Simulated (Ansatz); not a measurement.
A geometry relaxed with CAM-B3LYP-D3(BJ)/def2-TZVP (Ansatz, a first-principles code), charge 0, multiplicity 1:

```xyz
5

N      2.3655     0.6537    -0.9288
B     -0.1303    -0.0359    -0.4224
C      1.2822     0.3546    -0.7089
H     -2.2283    -0.6160     0.0033
N     -1.2890    -0.3565    -0.1876
```

Problem. Write the SMILES of this molecule.

Solution. `N#CB=N`
